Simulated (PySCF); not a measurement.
PtO₂⁺, doublet: molecular constants

Level of theory: PySCF, UPBE0, basis Pt def2-TZVP with ECP60, O def2-TZVP (scalar-relativistic core potentials, no spin–orbit coupling, density fitting).

The structure is a minimum.

Z-matrix (Å, degrees; charge 1 multiplicity 2):
```
Pt
O  1 1.9769
O  2 1.2347 1 71.80
```

- Point group: C2v
- Bond lengths: O–O 1.235 Å, Pt–O 1.977 Å (×2)
- Bond angles: O–O–Pt 71.8° (×2), O–Pt–O 36.4°
- Principal polarisabilities: 20.8, 23.2, 34.9 bohr³
- Dipole moment about the centre of mass: 0.32 D
- Entropy at 298.15 K and 1 bar (electronic part: spin only): 286.7 J/(mol K)
- Spin squared ⟨S²⟩: 0.773
- Rotational constants: 1.383, 0.1739, 0.1545 cm⁻¹
- Zero-point energy: 12.3 kJ/mol
- Enthalpy at 298.15 K above 0 K: 12.15 kJ/mol
- Highest occupied level (β): -14.79 eV
- Heat capacity Cp at 298.15 K: 47.2 J/(mol K)
- Principal quadrupole moments (Buckingham, traceless) about the centre of mass: -4.60, -2.04, 6.64 D Å
- Rotational symmetry number: 2
- Lowest empty level (α): -11.00 eV

Harmonic modes (masses in u: Pt 194.965, O 15.995):
```tsv
symmetry	ω (cm⁻¹)	IR (km/mol)
b2	192	1.5
a1	441	16.8
a1	1420	69.0
```

In C2v the vibrations span b2 + 2a1. Here b1 is antisymmetric to the molecular plane and b2 lies in it.

Charges (e):
```
atom  Mulliken  Löwdin  polar tensor  spin (Mulliken)  Mayer order to Pt1
 Pt1      0.86    0.70          0.73            -0.07                   –
O2,3      0.07    0.15          0.14             0.54                0.80
```
Other Mayer orders above 0.3: O–O 1.44.

Mulliken populations on Pt1 (electrons outside its core potential): s 2.27, p 6.07, d 8.78, f 0.02.

Other isomers or separated fragments may lie lower. Other spin states or occupations of the open shell can lie lower. No spin–orbit coupling is included, which matters more the heavier the element.

The final relaxation and frequency run took about 2.9 core-minutes on a shared host.
